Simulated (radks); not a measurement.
Task: The ytterbium ion Yb5+ is in [Xe] 4f11. All-electron calculation, scalar-relativistic Kohn-Sham, PBEsol, spin-polarised, spherical densities, finite nucleus; Fermi nuclear charge, rms radius of each element as measured or else 0.836 A^(1/3) + 0.57 fm. Program: a radial shooting solver on a logarithmic mesh with Libxc functionals. Open shells are filled with parallel spins first. One electron is removed from 5p, 4f, 5s, 4d in turn, with full relaxation. Which removal costs least, and what does each cost?

Result: 4f 91.532 eV; 5p 98.869 eV; 5s 130.80 eV; 4d 270.11 eV. The 4f electron leaves first.
